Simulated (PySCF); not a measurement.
C3H5F3OSi.
SMILES: `O[Si@@H]1C[C@H]1C(F)(F)F`

Vertical excitations from PySCF (density fitting, frozen core in the response, grid level 2 and gas phase unless stated; continuum runs use non-equilibrium linear response for the excitations) on a GFN2-xTB geometry. Reference run:

| settings | S1, eV (f) | S2, eV (f) | S3, eV (f) | S4, eV (f) | S5, eV (f) | S6, eV (f) | T1, eV (Tamm–Dancoff) | mean α (au) |
| --- | --- | --- | --- | --- | --- | --- | --- | --- |
| HF/Sadlej pVTZ, IEF-PCM methanol, start guess huckel, CIS, 25 singlets | 7.22 (0.054) | 7.45 (0.043) | 7.57 (0.109) | 8.07 (0.029) | 8.37 (0.057) | 8.41 (0.009) | 5.88 | 78.2 |

Question: What do these settings give: (1) PBE0/6-311+G(2d,p), TDA, 6 singlets; (2) PBE0/cc-pVDZ, IEF-PCM tetrahydrofuran, energy threshold 1e-08 Eh, full TDDFT, 25 singlets?

Answer: 
```json
{"settings": "PBE0/6-311+G(2d,p), TDA, 6 singlets", "S1, eV (f)": "5.84 (0.005)", "S2, eV (f)": "6.53 (0.034)", "S3, eV (f)": "6.64 (0.100)", "S4, eV (f)": "7.11 (0.001)", "S5, eV (f)": "7.19 (0.026)", "S6, eV (f)": "7.52 (0.012)", "T1, eV (Tamm–Dancoff)": "5.26", "mean α (au)": "64.5"}
{"settings": "PBE0/cc-pVDZ, IEF-PCM tetrahydrofuran, energy threshold 1e-08 Eh, full TDDFT, 25 singlets", "S1, eV (f)": "6.60 (0.018)", "S2, eV (f)": "7.07 (0.164)", "S3, eV (f)": "7.43 (0.060)", "S4, eV (f)": "7.82 (0.071)", "S5, eV (f)": "8.03 (0.005)", "S6, eV (f)": "8.48 (0.024)", "T1, eV (Tamm–Dancoff)": "5.52", "mean α (au)": "67.1"}
```

(1) S1 moves by -1.38 eV; functional, basis and environment change together, so the shift can't be laid on one. (2) S1 moves by -0.62 eV; functional, basis, environment and response scheme change together, so the shift can't be laid on one. States are counted by energy in each run and needn't keep their character from row to row.

All basis functions are spherical, in the Pople sets too.

Question: Give the leading configurations of S1 (H = HOMO, L = LUMO) and the HOMO–LUMO gap of each run.

Answer: 
```
                                                                                 settings         S1 configurations (weight)  S1 (eV)  orbital gap (eV)  S1 − gap (eV)
                   HF/Sadlej pVTZ, IEF-PCM methanol, start guess huckel, CIS, 25 singlets  H→L 0.48, H→L+2 0.08, H→L+10 0.08     7.22             10.91          -3.69
                                                      PBE0/6-311+G(2d,p), TDA, 6 singlets                           H→L 0.97     5.84              7.00          -1.16
PBE0/cc-pVDZ, IEF-PCM tetrahydrofuran, energy threshold 1e-08 Eh, full TDDFT, 25 singlets               H→L 0.61, H→L+1 0.36     6.60              7.86          -1.26
```

The species at its GFN2-xTB geometry (one conformer only).

Shape of the structure used: `[OH:1][Si@@H:2]1[CH2:3][C@H:4]1[C:5]([F:6])([F:7])[F:8]`: C3–C4–C5–F6 47°, H–O1–Si2–C3 108°.
